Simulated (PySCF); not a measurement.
# Simulated absorption spectrum

Species: C3H3ClN2S.
Geometry (GFN2-xTB, Å), atoms numbered from 1 in this order:
```xyz
10
C3H3ClN2S angstrom
C     -1.462   -0.184   -0.057
C      0.012   -0.263    0.044
S      0.904   -1.684    0.400
N      2.344   -0.865    0.327
N      2.213    0.355    0.064
C      0.943    0.750   -0.102
Cl     0.566    2.372   -0.467
H     -1.871   -1.110   -0.456
H     -1.740    0.647   -0.703
H     -1.899   -0.013    0.928
```

Computed with PySCF, TDDFT PBE0/def2-SVPD, vertical, gas phase, core orbitals frozen in the response.

Broadening: Gaussians 0.3 eV wide at half height, area fixed by f = 4.319×10⁻⁹ ∫ε dν̃. The width is an assumption, not a result. The curve ends short of the highest state used, and states not computed would add to its high-energy end.

λ (nm), ε (L mol⁻¹ cm⁻¹) and a bar:
```
    209.6        288 ##
    213.2       1272 ########
    216.8       3236 #####################
    220.4       4631 ##############################
    224.0       3934 #########################
    227.6       2115 ##############
    231.2        939 ######
    234.8       1002 ######
    238.4       2037 #############
    242.0       3244 #####################
    245.6       3623 #######################
    249.2       2895 ###################
    252.8       1701 ###########
    256.4        754 #####
    260.0        258 ##
    263.6         70 
    267.2         15 
    270.8          3 
    274.4          2 
    278.1          7 
    281.7         19 
    285.3         41 
    288.9         74 
    292.5        110 #
    296.1        138 #
    299.7        146 #
    303.3        133 #
    306.9        106 #
    310.5         73 
    314.1         45 
    317.7         25 
    321.3         12 
    324.9          5 
    328.5          2 
    332.1          1 
    335.7          0
```

Task: Where are the band maxima, and which computed states make them?

Result: 299 nm (4.14 eV), ε about 150, made up of S1 (100%); 245 nm (5.06 eV), ε about 3600, made up of S2 (100%); 221 nm (5.61 eV), ε about 4700, made up of S4 (97%) (ε in L mol⁻¹ cm⁻¹; maxima over ε = 5, shares over 10%). The states used: S1 4.14 eV (f 0.0016); S2 5.06 eV (f 0.041); S3 5.57 eV (f 0.0015); S4 5.61 eV (f 0.050); S5 6.33 eV (f 0.047); S6 6.38 eV (f 0.0040); S7 6.42 eV (f 0.0017); S8 6.52 eV (f 0.0028).

Task: What would ε be at 5.61 eV, the highest of these maxima, with half the width (0.15 eV)?

Result: About 9300 L mol⁻¹ cm⁻¹ against 4670, a factor of about 1.99; a lone state at its own centre would give exactly 2.

Task: Coming from long wavelengths, where does ε first pass 100 L mol⁻¹ cm⁻¹?

Result: At about 307 nm (4.03 eV), 0.11 eV below S1.

Task: On this curve, what absorbance would a 10⁻⁴ mol/L sample give at 280 nm over a 1 cm path?

Result: 280 nm is 4.428 eV, where ε is about 12 L mol⁻¹ cm⁻¹, so A = ε c l ≈ 0.0012 (Beer–Lambert, with the gas-phase spectrum and the assumed width).

Hardware: Arm Neoverse N1, one thread, no GPU, shared host. Cost: 40 s of wall time.
